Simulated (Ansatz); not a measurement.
Total energies of ClH$_{9}$O$_{3}$Si$_{3}$Ti, SMILES `[SiH3][O][Ti]([Cl])([O][SiH3])[O][SiH3]`.

```xyz
17

Si    2.769   -1.608   -0.173
O     1.531   -0.663    0.349
Ti    0.158    0.343    0.848
Cl    0.536    1.160    2.867
O    -1.316   -0.643    0.873
Si   -2.670   -1.572    0.814
O    -0.045    1.676   -0.303
Si   -0.244    2.865   -1.420
H     3.317   -1.043   -1.432
H     2.263   -2.982   -0.421
H     3.827   -1.641    0.868
H    -3.623   -0.984   -0.161
H    -2.302   -2.945    0.385
H    -3.289   -1.614    2.162
H    -1.597    2.749   -2.020
H     0.786    2.717   -2.479
H    -0.099    4.184   -0.756
```

Charge 0, multiplicity 1. Correlated methods include outer-core shells of Ti, which these sets cover unevenly. Scalar relativity is left out up to krypton. All single points use the PBE0-D4/def2-TZVP geometry. It is one conformer, not always the lowest. Basis def2-TZVPP, Ansatz.

RPA on PBE orbitals: Hartree–Fock energy of these orbitals -2404.88797 Eh, correlation -2.79897 Eh (frozen core).

| functional | energy without D4 (Eh) | D4 term (kJ/mol) |
| --- | --- | --- |
| HSE06 (plane-wave form) | -2408.72015 | -41.2 |
| ωB97X-V | -2409.33434 | – |

(1) Give the same for LDA (SPW92), PBE, revPBE, BLYP, r2SCAN, B97M-V, PBE0, B3LYP, r2SCANh, r2SCAN0, BHLYP, CAM-B3LYP, LC-ωPBE, ωB97M-V, B2PLYP, PBE-QIDH. (An estimate is asked.)

B3LYP takes the VWN-RPA correlation (the form of Gaussian; ORCA's B3LYP/G). HSE06 is the plane-wave form, built on full-range PBE exchange. The double hybrids freeze the cores in their second-order part.

Answers

(1) Ansatz gave: 
| functional | energy without D4 (Eh) | D4 term (kJ/mol) |
| --- | --- | --- |
| LDA (SPW92) | -2401.08592 | – |
| PBE | -2408.63604 | -49.4 |
| revPBE | -2409.29553 | -124.5 |
| BLYP | -2409.73229 | -102.3 |
| r2SCAN | -2409.50918 | -13.9 |
| B97M-V | -2409.13177 | – |
| PBE0 | -2408.76653 | -43.4 |
| B3LYP | -2409.85353 | -79.0 |
| r2SCANh | -2409.47027 | -15.1 |
| r2SCAN0 | -2409.41594 | -16.6 |
| BHLYP | -2409.59884 | -67.3 |
| CAM-B3LYP | -2409.74142 | -45.5 |
| LC-ωPBE | -2409.01883 | – |
| ωB97M-V | -2409.51187 | – |
| B2PLYP | -2408.95404 | – |
| PBE-QIDH | -2408.29551 | – |

LC-ωPBE has ω = 0.4 bohr⁻¹.
